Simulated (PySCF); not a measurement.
C₃H₄F₂Si, SMILES F[Si](F)(C)C#C. Heavy atoms are numbered as in [CH:1]#[C:2][Si:3]([CH3:4])([F:5])[F:6]. Hydrogens are named by the atom that carries them.

Coordinates come from a PBE0-D3(BJ)/def2-SVP optimisation.

These are HF/pcSseg-1 in PySCF values and carry that method's errors.

GIAO shieldings, no solvent; atoms alike by connectivity are averaged. δ = σ(ref) − σ: ¹³C against TMS (σ = 192.6 ppm); ²⁹Si against TMS (σ = 393.8 ppm); ¹⁹F against CFCl3 (σ = 238.5 ppm); ¹H against TMS (σ = 31.99 ppm), references at their B3LYP-D3(BJ)/def2-TZVP geometries, non-relativistic.

```
nucleus     atoms  count  δ (ppm)
-------  --------  -----  -------
¹³C       C1 (CH)      1    109.1
¹³C            C2      1     83.9
¹³C      C4 (CH3)      1     -0.4
²⁹Si          Si3      1    -31.6
¹⁹F            F5      2   -116.9
¹H        H on C1      1     3.07
¹H        H on C4      3     0.77
```
